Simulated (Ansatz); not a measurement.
Reaction (formal hydrolysis of the Si–F bond): `F[SiH2]/C=C/[SiH3]` + H₂O → `O[SiH2]/C=C/[SiH3]` + H–F

Computed with Ansatz on PBE0-D4/def2-TZVP structures; ΔE is electronic, products minus reactants. CBS: MP2 limit from def2 TZ/QZ plus the TZ coupled-cluster correction, frozen cores. This one scheme is used for every species. Double bonds are as drawn, so ΔE can hold a change between cis and trans. DFT in def2-TZVPP. B3LYP here is the variant with VWN-RPA as its local correlation; programs differ in this. Each species was taken in one conformer, which may not be the lowest.

```tsv
level	ΔE (kJ/mol)	difference from CCSD(T)/CBS
PBE0-D4	41.4	-2.4
B3LYP-D4	44.8	1.0
CAM-B3LYP-D4	46.0	2.2
revPBE	45.5	1.7
PBE0	43.3	-0.5
CAM-B3LYP	48.0	4.2
MP2/def2-SVP	42.2	-1.6
HF/def2-TZVPP	50.7	6.9
CCSD(T)/def2-TZVPP	42.2	-1.6
HF/def2-QZVPP	52.2	8.4
CCSD(T)/CBS	43.8	0
```

**Question.** What do rigid-rotor, harmonic-oscillator terms from PBE0-D4/def2-TZVP frequencies (298.15 K, 1 bar) make of the CCSD(T)/CBS value? (An estimate is asked.)

**Answer.** Computed: ΔZPE = -2.3 kJ/mol, ΔH = +42.0 kJ/mol, ΔS = -5 J/(mol·K), ΔG = +43.4 kJ/mol.

Largest T1 diagnostic among the species: 0.012.

The D4 term adds −3.5 kJ/mol with B3LYP and −1.9 kJ/mol with PBE0; it sums over pairs of atoms, weighted by their polarisabilities, and B3LYP, whose exchange is more repulsive, gets the larger term. In def2-TZVPP, CCSD(T) changes the Hartree–Fock value by −8.5 kJ/mol (the triples alone add −1.5 kJ/mol) and MP2 by −10.3 kJ/mol. Leaving LDA and LC-ωPBE aside and taking each functional with its dispersion term where it has one, the values, not all of them listed here, spread over 7.4 kJ/mol, from revPBE-D4 to B97M-V. LDA lies −5.2 kJ/mol from PBE without D4.

CCSD(T)/CBS has its own doubt, a few kJ/mol and more with outer-core shells, so smaller differences from it don't rank the levels.
